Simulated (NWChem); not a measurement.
The numbers come from NWChem runs, not from measurements. System: H4S3Si, charge 0, spin multiplicity 1, at a geometry optimised with B3LYP/def2-SVP. The structure started from a generated list of species. Level: RHF/def2-TZVP.

Input file:

```
start mol
memory heap 200 mb stack 800 mb global 1000 mb
geometry units angstroms nocenter noautoz noautosym
  Si    -0.353221     0.380294     0.066895
  S     -0.771997    -0.724410    -1.733748
  S     -0.391477    -0.984895     1.732656
  S      1.629373     1.207054    -0.086748
  H     -1.357867     1.462934     0.257628
  H     -2.089698    -0.887329    -1.459355
  H     -0.348877    -0.009712     2.673583
  H      1.287140     2.146004    -1.002944
end
basis spherical
  * library def2-tzvp
end
scf
  rhf
  nopen 0
  maxiter 100
  thresh 1e-7
  semidirect memsize 60000000 filesize 0
end
task scf energy
```

Part of the output:

```
             Northwest Computational Chemistry Package (NWChem) 7.3.0
             --------------------------------------------------------

                                NWChem Input Module
                                -------------------

 Scaling coordinates for geometry "geometry" by  1.889725989
 (inverse scale =  0.529177249)

                             Geometry "geometry" -> ""
                             -------------------------

 Output coordinates in angstroms (scale by  1.889725989 to convert to a.u.)

  No.       Tag          Charge          X              Y              Z
 ---- ---------------- ---------- -------------- -------------- --------------
    1 Si                  14.0000    -0.35322100     0.38029400     0.06689500
    2 S                   16.0000    -0.77199700    -0.72441000    -1.73374800
    3 S                   16.0000    -0.39147700    -0.98489500     1.73265600
    4 S                   16.0000     1.62937300     1.20705400    -0.08674800
    5 H                    1.0000    -1.35786700     1.46293400     0.25762800
    6 H                    1.0000    -2.08969800    -0.88732900    -1.45935500
    7 H                    1.0000    -0.34887700    -0.00971200     2.67358300
    8 H                    1.0000     1.28714000     2.14600400    -1.00294400

 Effective nuclear repulsion energy (a.u.)     335.5420075773

            Nuclear Dipole moment (a.u.)
            ----------------------------
        X                 Y               Z
 ---------------- ---------------- ----------------
    -0.0000226767    -0.0000056692     0.0000037795


 Summary of "ao basis" -> "" (spherical)
 ------------------------------------------------------------------------------
       Tag                 Description            Shells   Functions and Types
 ---------------- ------------------------------  ------  ---------------------
 *                         def2-tzvp                  on all atoms

 Summary of "ao basis" -> "ao basis" (spherical)
 ------------------------------------------------------------------------------
       Tag                 Description            Shells   Functions and Types
[...]
   130      0.405941  4 S  py                42      0.379806  2 S  s

 Vector   35  Occ=0.000000D+00  E= 1.311701D-01
              MO Center= -3.7D-01,  6.1D-01, -6.5D-02, r^2= 7.1D+00
   Bfn.  Coefficient  Atom+Function         Bfn.  Coefficient  Atom+Function
  ----- ------------  ---------------      ----- ------------  ---------------
   116     -1.179327  4 S  s                 18      1.092453  1 Si px
    19      1.059546  1 Si py                79      0.695028  3 S  s
   129      0.590791  4 S  px                42      0.486396  2 S  s
    57      0.380023  2 S  pz               169      0.342841  8 H  s
    94     -0.318044  3 S  pz                92     -0.275058  3 S  px

 Vector   36  Occ=0.000000D+00  E= 1.312645D-01
              MO Center= -5.5D-01,  3.8D-01,  2.3D-01, r^2= 7.1D+00
   Bfn.  Coefficient  Atom+Function         Bfn.  Coefficient  Atom+Function
  ----- ------------  ---------------      ----- ------------  ---------------
    20      1.507010  1 Si pz                42      1.086754  2 S  s
    79     -0.963104  3 S  s                 93     -0.544785  3 S  py
    56      0.421567  2 S  py               131     -0.383946  4 S  pz
    57      0.333825  2 S  pz               163      0.327374  7 H  s
    18      0.313327  1 Si px                17      0.304316  1 Si pz

------------------------------------------------------------
EAF file 0: "./mol.aoints.0" size=524288 bytes
------------------------------------------------------------
               write      read    awrite     aread      wait
               -----      ----    ------     -----      ----
     calls:        1        21         0         0         0
   data(b): 5.24e+05  1.10e+07  0.00e+00  0.00e+00
   time(s): 0.00e+00  0.00e+00  0.00e+00  0.00e+00  0.00e+00
rate(mb/s): 0.00e+00  0.00e+00
------------------------------------------------------------

 center of mass
 --------------
 x =   0.03670566 y =  -0.03966969 z =  -0.00685916

 moments of inertia (a.u.)
 ------------------
        1102.881838625872        -328.667390831693         -58.619630558966
        -328.667390831693        1154.212029118743          62.711182699706
         -58.619630558966          62.711182699706         808.079881155748

  Mulliken analysis of the total density
  --------------------------------------

    Atom       Charge   Shell Charges
 -----------   ------   -------------------------------------------------------
    1 Si  14    13.45   2.00  0.58  1.39  0.81  0.28  4.12  1.73  0.50  1.27  0.18  0.17  0.35  0.06
    2 S   16    16.33   2.01  0.49  1.48  1.04  0.81  4.18  1.69  0.88  2.42  1.23  0.03  0.07  0.01
    3 S   16    16.33   2.01  0.49  1.48  1.04  0.81  4.18  1.69  0.88  2.42  1.23  0.03  0.07  0.01
    4 S   16    16.33   2.01  0.49  1.48  1.04  0.81  4.18  1.69  0.88  2.42  1.23  0.03  0.07  0.01
    5 H    1     1.03   0.24  0.56  0.22  0.01
    6 H    1     0.84   0.23  0.49  0.10  0.02
    7 H    1     0.84   0.23  0.49  0.10  0.02
    8 H    1     0.84   0.23  0.49  0.10  0.02

       Multipole analysis of the density wrt the origin
       ------------------------------------------------

     L   x y z        total         open         nuclear
     -   - - -        -----         ----         -------
     0   0 0 0     -0.000000      0.000000     66.000000

     1   1 0 0     -0.582058      0.000000     -0.000023
     1   0 1 0      0.628877      0.000000     -0.000006
     1   0 0 1      0.107573      0.000000      0.000004

     2   2 0 0    -41.009462      0.000000    229.266742
     2   1 1 0      0.535811      0.000000    169.045409
     2   1 0 1      0.100634      0.000000     30.162061
     2   0 2 0    -41.118843      0.000000    202.786327
     2   0 1 1     -0.102322      0.000000    -32.262066
     2   0 0 2    -40.530674      0.000000    380.892389

 Task  times  cpu:       66.0s     wall:       66.0s

 Total times  cpu:       66.1s     wall:       66.1s
```
